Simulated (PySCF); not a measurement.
Molecule: SMILES CSc1ccccc1, C7H8S.

Atom-mapped SMILES (the numbers label the heavy atoms): `[CH3:1][S:2][c:3]1[cH:4][cH:5][cH:6][cH:7][cH:8]1` (H(Xn): hydrogen on atom n).

Geometry PBE0-D3(BJ)/def2-SVP throughout; GIAO in PySCF, gas phase, one conformer, non-relativistic; equivalent atoms averaged; basis pcSseg-1.

Q: How do the shifts δ (against TMS, CS2 at the same level) depend on the functional? (a selection of nuclei; ppm; last column core-seconds on 1 thread of an Arm Neoverse V1, shared host; the GGAs took longer than the global hybrids here, which isn't the general rule, and the cause wasn't traced)

A: 
```tsv
functional	kind	C3	C5/C7	C6	C4/C8	C1	S2	H(C5)/H(C7)	H(C6)	H(C4)/H(C8)	core-s
PBE	GGA	146.0	131.4	125.3	125.0	17.5	29.5	7.20	6.94	6.89	34
KT3	GGA	135.1	122.0	116.4	116.5	17.8	30.5	7.01	6.76	6.72	34
B3LYP	global hybrid	150.0	134.7	128.5	128.3	17.8	19.3	7.21	6.97	6.91	23
PBE0	global hybrid	147.7	134.2	128.2	127.9	16.8	0.2	7.36	7.11	7.04	29
B97-2	global hybrid	144.5	131.1	125.2	125.0	17.4	6.3	7.28	7.03	6.98	22
CAM-B3LYP	range-separated hybrid	152.5	138.1	131.9	131.4	16.5	1.2	7.34	7.10	7.03	31
wB97X-D	range-separated hybrid	148.9	135.6	129.7	129.2	16.6	-6.1	7.39	7.15	7.09	30
```

Q: Which nucleus among those listed moves most, in ppm?

A: S2 (sulfide sulfur): from -6.1 ppm with wB97X-D to 30.5 ppm with KT3. The smallest spread is 0.36 ppm, at H(C4)/H(C8). Proton shifts span only some 12 ppm, so a few tenths of a ppm matter as much there as several ppm in carbon.
